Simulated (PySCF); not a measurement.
C3H11NSSi2.
Z-matrix (Å and degrees, PBE0-D3(BJ)/def2-SVP geometry), rows numbered from 1:
```
C 
S   1  1.8215
Si  2  2.1450  1  101.60
C   3  1.8880  2  107.74  1  -162.59
C   4  1.5402  3  109.15  2  -146.02
Si  5  1.8927  4  107.95  3    34.18
N   3  1.7408  2  116.83  1    87.21
H   1  1.0983  2  106.95  3   168.67
H   1  1.0995  2  111.25  3    50.11
H   1  1.0992  2  111.69  3   -72.77
H   3  1.4983  2  105.38  1   -37.18
H   4  1.1017  3  112.35  2    88.15
H   4  1.1047  3  105.94  2   -27.25
H   5  1.1018  4  112.16  3   159.25
H   5  1.1036  4  110.20  3   -82.29
H   6  1.4974  5  113.11  4  -148.46
H   6  1.5000  5  112.68  4    90.16
H   7  1.0138  3  122.44  2   -57.22
```

Computed with PySCF at CAM-B3LYP/def2-SVPD, non-relativistic, on one gas-phase PBE0-D3(BJ)/def2-SVP geometry that isn't relaxed in the solvent. The solvent is an IEF-PCM continuum (cavity from Bondi-type radii × 1.2), and excitations are vertical TDDFT with non-equilibrium linear response and a frozen core. Specific hydrogen bonds and non-electrostatic terms are outside this model.

| run | E − E(gas) (kJ/mol) | HOMO (eV) | HOMO–LUMO gap (eV) | dipole (D) | lowest singlet (eV) | static polarisability (au) |
| --- | --- | --- | --- | --- | --- | --- |
| gas | 0.00 | -8.06 | 9.00 | 1.38 | 5.65 | 114.2 |
| P | -18.60 | -8.15 | 9.25 | 2.05 | 5.81 | 158.6 |
| Q | -12.99 | -8.11 | 9.19 | 1.81 | 5.76 | 143.3 |

Question: The runs were made in chloroform and dimethylsulfoxide. Which run belongs to which solvent?

Answer: P = dimethylsulfoxide, Q = chloroform. The dielectric constants are 4.711 (chloroform), 46.83 (dimethylsulfoxide), and the energy falls further as ε rises. The optical constants n² used for the excitations are 2.09, 2.19 in the same order. In this model the ground state sees the solvent through ε alone.

Question: How constant is the ratio of the lowering to (ε − 1)/(2ε + 1)?

Answer: 
| solvent | (ε − 1)/(2ε + 1) | E − E(gas) (kJ/mol) | ratio (kJ/mol) | polarisation term (kJ/mol) |
| --- | --- | --- | --- | --- |
| chloroform | 0.356 | -12.99 | -36.5 | -14.39 |
| dimethylsulfoxide | 0.484 | -18.60 | -38.4 | -21.58 |

The ratio changes by +5.4 % in size from chloroform to dimethylsulfoxide. The polarisation term is half the interaction of the solute with the induced surface charges.
